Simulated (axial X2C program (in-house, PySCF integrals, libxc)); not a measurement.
**MgI⁺: cheaper levels and CCSD(T), 2c**

Calculated with an axial X2C code built on PySCF integrals. Two-component (2c) means X2C with spin–orbit coupling and atomic mean-field two-electron Coulomb and Gaunt terms. Basis: I dyall-cv3z [11s12p8d4f1g], Mg dyall-cv3z [9s8p6d3f] (cores contracted in-house); Gaussian nuclei, density fitting, unrestricted open shells. Masses: I 126.904 u, Mg 23.985 u.

State: Ω = 0 (closed shell); fragments I + Mg+.

| level | Re (Å) | ωe (cm⁻¹) | De (eV) |
| --- | --- | --- | --- |
| PBE0 | 2.464 | 373.2 | 2.14 |
| HF | 2.468 | 386.7 | 0.986 |
| MP2 | 2.473 | 383.8 | 2.09 |
| CCSD | 2.475 | 377.4 | 1.99 |
| LDA | 2.452 | 367.7 | 2.54 |

Correlated methods: 8 electrons correlated (number of frozen shells: I 4 s, 3 p, 2 d; Mg 2 s, 1 p), 292 virtual spin orbitals or spinors in MP2, 90 natural virtuals in coupled cluster.

CCSD(T), same Hamiltonian and basis:

Re = 2.478 Å, ωe = 375.4 cm⁻¹, De = 2.09 eV; T1 = 0.012 (Lee–Taylor normalisation).

(1) Give the differences from CCSD(T) in the columns below.

The state is a single determinant with fixed occupations, the lowest that a limited PBE0 search found. The closed shell is kept restricted, so the energy runs too high when the bond is stretched far. De is counted from the lowest determinant-based energies of the atoms at the same level, without counterpoise correction. CCSD and (T) use frozen natural virtuals with an MP2 correction for the truncation; (T) itself is uncorrected, so its De runs slightly low. The functionals have no current-density term, which raises determinants with orbital currents, atoms included.

Answers

(1) 

```tsv
level	ΔRe (Å)	Δωe (cm⁻¹)	ΔDe (eV)
PBE0	-0.014	-2	0.05
HF	-0.010	11	-1.10
MP2	-0.005	8	0.00
CCSD	-0.003	2	-0.10
LDA	-0.026	-8	0.45
```
